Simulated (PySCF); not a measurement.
Species: C6H6ClN.
Cartesian coordinates in Å at the PBE0-D3(BJ)/def2-SVP level; atoms count from 1:
```
atom  x, y, z in Å
N1     2.3109   -0.1940    0.0415
C2     0.9502   -0.0326    0.0633
C3     0.0715   -1.1262   -0.0388
C4    -1.3058   -0.9575    0.0300
C5    -1.8602    0.3106    0.2023
C6    -1.0127    1.4111    0.3025
C7     0.3647    1.2388    0.2324
Cl8    1.4125    2.6263    0.3458
H9     2.6698   -1.0412   -0.3751
H10    2.8604    0.6393   -0.1248
H11    0.4951   -2.1258   -0.1685
H12   -1.9548   -1.8325   -0.0525
H13   -2.9417    0.4464    0.2572
H14   -1.4094    2.4196    0.4331
```

Method: TDDFT CAM-B3LYP/def2-SVPD, vertical, gas phase, core orbitals frozen in the response in PySCF 2.14.0, density-fitted response routines.

Frontier orbitals with the atoms that hold most of them (Löwdin shares over 4%, at most four atoms; ? is withheld):

| orbital | ε (eV) | atoms |
| --- | --- | --- |
| LUMO+2 | 1.37 | Cl8 45%, H10 11%, C7 9%, H9 9% |
| LUMO+1 | 1.08 | C2 20%, C5 19%, C4 13%, C7 9% |
| LUMO | ? | ? |
| HOMO | -7.34 | ? |
| HOMO-1 | -8.42 | C3 20%, C6 19%, C4 16%, Cl8 15% |
| HOMO-2 | -10.48 | Cl8 74%, C7 8%, C6 4% |
| HOMO-3 | -10.71 | N1 24%, C5 20%, C4 15%, C6 12% |

Task: Which atoms hold the HOMO, and with what shares?

Result: N1 (bonded to C and 2 H) 24%; C5 (bonded to 2 C and H) 17%; C2 (bonded to 2 C and N) 14%; C7 (bonded to 2 C and Cl) 13%. By element: carbon 44% or more, nitrogen 24%.

Task: Which atoms hold the LUMO, and with what shares?

Result: C6 (bonded to 2 C and H) 19%; C3 (bonded to 2 C and H) 19%; C4 (bonded to 2 C and H) 16%; C7 (bonded to 2 C and Cl) 16%.

Task: What is the LUMO energy, and the HOMO–LUMO gap?

Result: ε(LUMO) = 0.61 eV; the gap is 7.95 eV (0.2922 hartree).

Task: The HOMO–LUMO gap is 7.95 eV. Where does the response calculation put the lowest singlet, and from which orbitals?

Result: S1 is at 4.82 eV (f = 0.059), 3.14 eV below the gap, made of HOMO→LUMO (86%), HOMO-1→LUMO+1 (12%). 

Task: Give energy, strength and leading configuration of S1, S2 and S5, and follow the Löwdin shares of the leading atoms from the occupied to the empty orbital.

Result: 
- S1 (4.82 eV, f 0.059), HOMO→LUMO (86%): N1 24% → at most 16%, C5 17% → at most 16%, C6 at most 13% → 19%, C3 at most 13% → 19%
- S2 (5.61 eV, f 0.089), HOMO→LUMO+1 (78%): N1 24% → at most 9%, C5 17% → 19%, C2 14% → 20%
- S5 (6.54 eV, f 0.466), HOMO-1→LUMO (75%): C3 20% → 19%, C6 19% → 19%

Löwdin shares depend on the basis, the more so with diffuse functions.

Time: 2.6 min of wall time. Hardware: one thread, Arm Neoverse V1, no GPU (shared host).
